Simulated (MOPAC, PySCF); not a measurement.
ClF2Ga, SMILES `[F][Ga]([F])[Cl]`, neutral singlet in the gas phase. 

Cartesian coordinates (Å):
SMILES: [F][Ga]([F])[Cl]
```xyz
4

F     -1.1427    -1.3870     0.0011
Ga    -0.0877    -0.0172    -0.0009
F     -0.8404     1.5389     0.0043
Cl     1.9973    -0.2320    -0.0074
```
Charge 0, spin multiplicity 1.

All levels are single points at this geometry (PBE0-D4/def2-TZVP); Pople sets use spherical d functions. Orbital energies aren't observables, and empty levels follow the basis.

PM3 in MOPAC gives dipole (D) = 0.40.

Question: Estimate the dipole (D) from each of these levels: B3LYP-D3(BJ)/def2-TZVP in PySCF; PBE0-D4/def2-TZVP in PySCF; B3LYP/6-311+G** (LANL2DZ on Ga) in PySCF; M06-2X/6-31G* in PySCF; HF/3-21G in PySCF.

Answer: 
| level | dipole (D) |
|---|---|
| B3LYP-D3(BJ)/def2-TZVP in PySCF | 1.04 |
| PBE0-D4/def2-TZVP in PySCF | 1.00 |
| B3LYP/6-311+G** (LANL2DZ on Ga) in PySCF | 1.19 |
| M06-2X/6-31G* in PySCF | 0.75 |
| HF/3-21G in PySCF | 0.01 |
